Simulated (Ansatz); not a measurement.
Reaction (ligand exchange at the Si–O bond): `FCO[SiH2][SiH3]` + `B[SeH]` → `B[Se][SiH2][SiH3]` + `OCF`

Calculated with Ansatz (gas phase, PBE0-D4/def2-TZVP geometries, no zero-point term in ΔE). CCSD(T)/CBS adds triple-zeta CCSD(T) − MP2 to the extrapolated MP2 energy (def2 sets, frozen cores). Functionals use def2-TZVPP. B3LYP here is the variant with VWN-RPA as its local correlation; programs differ in this. For Se outer-core shells are correlated without core-valence functions, which leaves a few kJ/mol of doubt a bond. Scalar relativity is left out up to krypton. One conformer a species, not always the lowest.

`FCO[SiH2][SiH3]`:

Z-matrix (Å, degrees):
```
C
O 1 1.368
F 1 1.379 2 110.6
H 1 1.098 2 112.0 3 118.7
H 1 1.092 2 108.8 3 -118.0
Si 2 1.667 1 124.2 3 -60.4
Si 6 2.349 2 111.9 1 -39.4
H 6 1.486 2 110.7 1 83.3
H 6 1.484 2 104.8 1 -159.6
H 7 1.488 6 111.0 2 -56.1
H 7 1.488 6 108.1 2 -175.3
H 7 1.487 6 111.5 2 65.1
```

`B[SeH]`:

```xyz
5

B     0.453    0.106   -0.437
Se   -0.796   -0.978    0.495
H     0.580    1.259   -0.173
H     1.083   -0.443   -1.284
H    -1.320    0.057    1.399
```

`B[Se][SiH2][SiH3]`:

Z-matrix (Å, degrees):
```
Si
Se 1 2.304
Si 1 2.336 2 109.0
H 1 1.487 2 106.3 3 119.9
H 1 1.486 2 109.0 3 -122.9
B 2 1.908 1 98.0 3 66.8
H 3 1.487 1 108.8 2 61.2
H 3 1.486 1 109.3 2 -58.0
H 3 1.488 1 111.1 2 -178.6
H 6 1.192 2 121.1 1 0.2
H 6 1.191 2 116.5 1 -180.0
```

`OCF`:

Z-matrix (Å, degrees):
```
C
F 1 1.381
O 1 1.370 2 111.1
H 1 1.091 2 107.8 3 -117.4
H 1 1.096 2 106.3 3 123.2
H 3 0.962 1 109.3 2 70.7
```

```tsv
level	ΔE (kcal/mol)	difference from CCSD(T)/CBS
B3LYP-D4	4.5	1.4
ωB97X-V	4.6	1.5
ωB97M-V	4.3	1.2
B2PLYP	5.0	1.9
PBE	1.7	-1.4
PBE0	1.9	-1.2
B3LYP	5.5	2.4
HF/def2-TZVPP	7.3	4.2
MP2/def2-TZVPP	3.0	-0.1
SCS-MP2/def2-TZVPP	4.5	1.4
CCSD/def2-TZVPP	4.9	1.8
HF/def2-QZVPP	7.7	4.6
SCS-MP2/def2-QZVPP	4.1	1.0
HF/CBS(def2)	7.7	4.6
MP2/CBS(def2)	1.9	-1.2
CCSD/CBS(def2)	3.8	0.7
CCSD(T)/CBS	3.1	0
```

Largest T1 diagnostic among the species: 0.014.

In def2-TZVPP, CCSD(T) changes the Hartree–Fock value by −3.1 kcal/mol (the triples alone add −0.6 kcal/mol) and MP2 by −4.4 kcal/mol. The D4 term adds −1.0 kcal/mol with B3LYP and −0.5 kcal/mol with PBE0; it sums over pairs of atoms, weighted by their polarisabilities, and B3LYP, whose exchange is more repulsive, gets the larger term.
